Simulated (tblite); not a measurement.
Species: C4H5FS3.
SMILES with atom numbers: `[CH3:1][C@:2]1([F:3])[CH2:4][S:5][C:6](=[S:7])[S:8]1` (hydrogens: H9, H10, H11 on C1; H12, H13 on C4)

Structure used (GFN2-xTB), in Å, numbered top down from 1:
```
atom  x, y, z in Å
C1    -0.561    1.511    0.061
C2    -0.624    0.085   -0.448
F3    -1.772   -0.091   -1.174
C4    -0.581   -0.977    0.642
S5     1.137   -1.190    1.189
C6     1.892   -0.889   -0.366
S7     3.468   -1.157   -0.640
S8     0.811   -0.253   -1.585
H9    -0.548    2.201   -0.779
H10   -1.438    1.720    0.671
H11    0.337    1.653    0.657
H12   -0.945   -1.928    0.249
H13   -1.179   -0.684    1.505
```

Computed with GFN2-xTB (tblite): harmonic, unscaled wavenumbers at the GFN2-xTB geometry, gas phase. This tight-binding method is rough: wavenumbers can miss measured ones by several per cent, in bad cases by 10 to 20. One conformer, not necessarily the lowest.

Harmonic wavenumbers (cm⁻¹): 54.1, 110.0, 193.6, 207.1, 257.5, 283.8, 335.7, 363.0, 386.9, 403.2, 454.4, 511.5, 597.2, 770.1, 788.1, 847.0, 896.5, 949.1, 1016.1, 1081.6, 1101.1, 1156.0, 1188.9, 1224.4, 1395.3, 1424.2, 1455.3, 1469.9, 2973.8, 3005.1, 3029.6, 3048.2, 3049.6.

A = 2236, B = 912.3, C = 753.8 MHz; mass 167.954 u (most abundant isotopes); point group C1, symmetry number 1.

**Question.** What is the zero-point energy?

**Answer.** Half the sum of the wavenumbers: 18014 cm⁻¹ = 215.49 kJ/mol.

**Question.** Give the ideal-gas entropy at 200 K and 1 bar in the rigid-rotor, harmonic-oscillator model (classical rotation).

**Answer.** Translation 164.46, rotation 119.39, vibration 59.50: S = 343.4 J/(mol K).

**Question.** And Cp and H(200 K) − H(0)?

**Answer.** Cp = 108.10 J/(mol K), of which vibrations give 74.84 (their classical limit is 33 R = 274.4); H(200 K) − H(0) = 13.61 kJ/mol without the zero-point energy, 6.96 from vibrations.

**Question.** How do the functions run with temperature in this model?

**Answer.** 
| T (K) | S (J/(mol K)) | Cp (J/(mol K)) | H − H(0) (kJ/mol) | G − H(0) (kJ/mol) | ln q(vib) |
| --- | --- | --- | --- | --- | --- |
| 50 | 245.1 | 46.2 | 1.91 | -10.34 | 0.29 |
| 100 | 283.4 | 67.6 | 4.74 | -23.61 | 1.02 |
| 298.15 | 392.7 | 140.4 | 25.85 | -91.23 | 5.07 |
| 373.15 | 426.6 | 161.8 | 37.20 | -121.97 | 6.68 |
| 500 | 478.2 | 190.7 | 59.66 | -179.43 | 9.36 |
| 750 | 563.2 | 227.6 | 112.38 | -310.00 | 14.29 |
| 1000 | 632.0 | 250.0 | 172.30 | -459.67 | 18.71 |

q(vib) and H(0) count from the zero-point level.

**Question.** Which modes carry the vibrational entropy at 200 K?

**Answer.** 54.1 cm⁻¹: 16.21; 110.0 cm⁻¹: 10.47; 193.6 cm⁻¹: 6.20; 207.1 cm⁻¹: 5.73; 257.5 cm⁻¹: 4.28; 283.8 cm⁻¹: 3.69 J/(mol K); the other 27 give 12.91 together.

Hindered rotation and anharmonicity are outside this model. Other conformers, if any are populated, would add a mixing term that is left out. The structure is chiral; the term R ln 2 for an equal mix with its mirror image is left out.
